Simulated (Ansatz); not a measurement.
Reaction (cleavage of the Ge–Sb bond): `[NH2][GeH]([OH])[SbH2]` + H–F → `[NH2][GeH]([OH])[F]` + `[SbH3]`

Gas-phase electronic energies from Ansatz, PBE0-D4/def2-TZVP geometries. CCSD(T)/CBS adds triple-zeta CCSD(T) − MP2 to the extrapolated MP2 energy (def2 sets, frozen cores). This one scheme is used for every species. Functionals use def2-TZVPP. B3LYP here is the variant with VWN-RPA as its local correlation; programs differ in this. HSE06 is defined as in plane-wave codes. def2 core potentials past Kr. For Ge, Sb outer-core shells are correlated without core-valence functions, which leaves a few kJ/mol of doubt a bond. Scalar relativity is left out up to krypton. Each species was taken in one conformer, which may not be the lowest.

`[NH2][GeH]([OH])[SbH2]`:

```xyz
10

N    -1.415    0.934   -0.231
Ge   -0.422   -0.524    0.235
O    -0.458   -0.464    2.018
Sb    2.125   -0.583   -0.483
H    -0.962    1.824   -0.073
H    -1.769    0.908   -1.177
H    -1.177   -1.763   -0.300
H     0.207   -1.028    2.419
H     2.211    1.113   -0.289
H     1.662   -0.417   -2.119
```

H–F:

```xyz
2

F     0.436   -0.053   -0.136
H    -0.436    0.053    0.136
```

`[NH2][GeH]([OH])[F]`:

Z-matrix (Å, degrees):
```
Ge
O 1 1.759
F 1 1.748 2 104.2
N 1 1.798 2 105.4 3 120.3
H 1 1.529 2 115.6 3 -115.0
H 2 0.960 1 111.9 3 28.2
H 4 1.009 1 115.9 2 -48.7
H 4 1.008 1 117.1 2 177.6
```

`[SbH3]`:

```xyz
4

Sb   -0.406   -0.501    0.321
H    -0.670    1.180    0.455
H    -0.191   -0.376   -1.368
H     1.268   -0.303    0.592
```

```csv
level,ΔE (kJ/mol),difference from CCSD(T)/CBS
LDA (SPW92),-36.9,0.1
PBE-D4,-31.2,5.8
revPBE-D4,-31.1,5.9
BLYP-D4,-40.7,-3.7
r2SCAN-D4,-46.6,-9.6
B97M-V,-65.7,-28.7
B3LYP-D4,-43.6,-6.6
r2SCANh-D4,-46.0,-9.0
r2SCAN0-D4,-45.4,-8.4
HSE06-D4,-34.0,3.0
BHLYP-D4,-50.1,-13.1
CAM-B3LYP-D4,-57.7,-20.7
ωB97X-V,-56.5,-19.5
ωB97M-V,-51.2,-14.2
B2PLYP,-51.9,-14.9
PBE,-37.5,-0.5
revPBE,-38.5,-1.5
BLYP,-51.9,-14.9
r2SCAN,-48.3,-11.3
PBE0,-40.6,-3.6
B3LYP,-53.8,-16.8
r2SCANh,-47.9,-10.9
r2SCAN0,-47.6,-10.6
HSE06,-39.8,-2.8
BHLYP,-61.8,-24.8
CAM-B3LYP,-64.2,-27.2
LC-ωPBE,-57.7,-20.7
RPA@PBE/def2-TZVPP,-50.7,-13.7
HF/def2-SVP,-83.2,-46.2
CCSD/def2-SVP,-70.4,-33.4
CCSD(T)/def2-SVP,-67.3,-30.3
HF/def2-TZVPP,-78.3,-41.3
MP2/def2-TZVPP,-40.1,-3.1
SCS-MP2/def2-TZVPP,-51.1,-14.1
CCSD/def2-TZVPP,-52.8,-15.8
CCSD(T)/def2-TZVPP,-48.4,-11.4
HF/def2-QZVPP,-79.5,-42.5
HF/CBS(def2),-79.7,-42.7
MP2/CBS(def2),-28.7,8.3
CCSD/CBS(def2),-41.4,-4.4
CCSD(T)/CBS,-37.0,0
```

Largest T1 diagnostic among the species: 0.014.

From BLYP to BHLYP (50 % exact exchange), in def2-TZVPP and without D4, ΔE moves by −9.9 kJ/mol. The D4 term adds +10.1 kJ/mol with B3LYP and +5.8 kJ/mol with PBE0; it sums over pairs of atoms, weighted by their polarisabilities, and B3LYP, whose exchange is more repulsive, gets the larger term. At CCSD(T), def2-SVP lies −30.3 kJ/mol from the extrapolated value and def2-TZVPP −11.4 kJ/mol.

CCSD(T)/CBS has its own doubt, a few kJ/mol and more with outer-core shells, so smaller differences from it don't rank the levels.
